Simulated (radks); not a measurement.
Values are calculated unless marked as measured or tabulated.
Q: These are the eigenvalues of the occupied orbitals of an atom or ion with whole-number occupations (eV). Level of theory: scalar-relativistic Kohn-Sham, PBE, spin-polarised, spherical densities, finite nucleus; Fermi nuclear charge, rms radius of each element as measured or else 0.836 A^(1/3) + 0.57 fm (a radial shooting solver on a logarithmic mesh with Libxc functionals).

1s up: -1989.552
2s up: -205.6340
2s down: -202.3974
2p up: -164.9486
2p down: -162.6958
3s up: -44.9580
3s down: -44.5825

Which element is it, and in what charge state? The configuration may be excited. Open shells, if any, are filled with parallel spins first.

A: Z = 14, silicon, charge +3: Si3+ in 1s1 2s2 2p6 3s2. The list shows which subshells hold electrons but not how many an open one holds; the 1s level, -73.115 hartree, gives Z - s = 12.1 by -(Z - s)^2/2, which with screening and relativity narrows Z to a few neighbours, and the depths of the outer levels then fix element, charge and occupations together.
